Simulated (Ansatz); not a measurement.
Reaction (hydrogenolysis of the Al–C bond): `[CH3][Al]([F])[NH][SiH3]` + H₂ → `[F][AlH][NH][SiH3]` + CH₄

Gas-phase electronic energies from Ansatz, PBE0-D4/def2-TZVP geometries. CBS: MP2 limit from def2 TZ/QZ plus the TZ coupled-cluster correction, frozen cores. This one scheme is used for every species. DFT in def2-TZVPP. B3LYP here is the variant with VWN-RPA as its local correlation; programs differ in this. Each species was taken in one conformer, which may not be the lowest.

```
             level  ΔE (kcal/mol)  difference from CCSD(T)/CBS
            PBE-D4           -3.9                          0.8
         r2SCAN-D4           -4.0                          0.7
           PBE0-D4           -4.7                          0.0
          B3LYP-D4           -5.2                         -0.5
           ωB97X-V           -5.5                         -0.8
           ωB97M-V           -4.7                          0.0
            B2PLYP           -6.1                         -1.4
               PBE           -5.1                         -0.4
            r2SCAN           -4.4                          0.3
              PBE0           -5.8                         -1.1
             B3LYP           -7.0                         -2.3
     HF/def2-TZVPP          -10.8                         -6.1
    MP2/def2-TZVPP           -4.3                          0.4
SCS-MP2/def2-TZVPP           -5.8                         -1.1
   CCSD/def2-TZVPP           -6.2                         -1.5
CCSD(T)/def2-TZVPP           -5.2                         -0.5
     HF/def2-QZVPP          -10.8                         -6.1
    MP2/def2-QZVPP           -3.9                          0.8
SCS-MP2/def2-QZVPP           -5.5                         -0.8
      HF/CBS(def2)          -10.8                         -6.1
     MP2/CBS(def2)           -3.7                          1.0
    CCSD/CBS(def2)           -5.6                         -0.9
       CCSD(T)/CBS           -4.7                            0
```

Largest T1 diagnostic among the species: 0.012.

The D4 term adds +1.8 kcal/mol with B3LYP and +1.0 kcal/mol with PBE0; it sums over pairs of atoms, weighted by their polarisabilities, and B3LYP, whose exchange is more repulsive, gets the larger term. From PBE to PBE0 (25 % exact exchange), in def2-TZVPP and without D4, ΔE moves by −0.7 kcal/mol. In def2-TZVPP, CCSD(T) changes the Hartree–Fock value by +5.5 kcal/mol (the triples alone add +1.0 kcal/mol) and MP2 by +6.5 kcal/mol.
